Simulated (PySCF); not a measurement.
C6H7ClNO (doublet state).
Cartesian coordinates in Å at the GFN2-xTB level; atoms count from 1:
```
atom  x, y, z in Å
C1     1.101   -1.660    1.037
C2     0.539   -0.826    0.227
C3    -0.926   -0.860   -0.250
C4    -1.713    0.087    0.585
C5    -1.917    1.346    0.224
Cl6   -2.782    2.458    1.205
C7     1.301    0.335   -0.363
N8     2.533    0.485    0.160
O9     0.850    1.059   -1.223
H10    0.866   -2.534    1.597
H11   -0.916   -0.538   -1.291
H12   -1.312   -1.874   -0.161
H13   -2.072   -0.279    1.536
H14   -1.554    1.763   -0.703
H15    2.860   -0.169    0.853
H16    3.133    1.218   -0.178
```

The hyperfine couplings belong to this conformer and change with its torsions.

The species is `[H]/[C]=C(\C/C=C/Cl)C(N)=O` [radical].

Level of theory: PySCF, UKS B3LYP, pcH-1 on C Cl H N O, non-relativistic, mean-field spin-orbit, GIAO. One conformer (not necessarily the lowest) at the GFN2-xTB geometry, without solvent, vibrations or thermal averaging. The geometry wasn't refined by DFT: couplings that depend on bond lengths, twists or pyramidal angles can differ widely from those at the functional's own minimum. No stability test was run, so a lower SCF solution isn't excluded.

(1) The isotropic 13C couplings are +271.8, +57.0, +49.8, -19.5, -8.1, +3.5 MHz. Assign them to C1; C2; C3; C4; C5; C7.

## Answers

(1) 
```tsv
site	a_iso (MHz)	ρ(0) (bohr⁻³)	position	distance from C1 (Å)	spin population	largest |T| (MHz)
C1	+271.8	+0.2419	largest spin population	0.00	+1.01	134.9
C2	-19.5	-0.0173	1 bond from C1	1.29	-0.19	18.6
C3	+57.0	+0.0508	2 bonds from C1	2.53	+0.08	18.1
C4	-8.1	-0.0072	3 bonds from C1	3.34	-0.02	2.2
C5	+3.5	+0.0031	4 bonds from C1	4.34	+0.03	4.6
C7	+49.8	+0.0443	2 bonds from C1	2.45	+0.04	7.8
```

ρ(0) is the spin density at the nucleus and T the dipolar tensor; a_iso includes a spin–orbit part; entries for several nuclei are means. The Mulliken spin populations are largest on C1 (+1.01), C2 (-0.19) and C3 (+0.08). No atom but C1 exceeds +0.15.

Nuclei that the bonding pattern makes equivalent are averaged, as if the motion that swaps them (rotation, inversion, ring flip) were fast. H15 and H16 aren't averaged: N8 is flat or nearly so (angle sum 360°), and its turn about the short N8–C7 bond (1.35 Å) is taken as slow. The 1H value of +0.6 MHz is a mean of couplings from -7.2 to 8.5 MHz in this one geometry, not an average over conformers.

Time: 1.7 min (with the writing of density and orbital grids); peak memory 1.1 GiB. Hardware: Arm Neoverse V2, one thread, shared host with 96 logical CPUs at a one-minute load of 24.
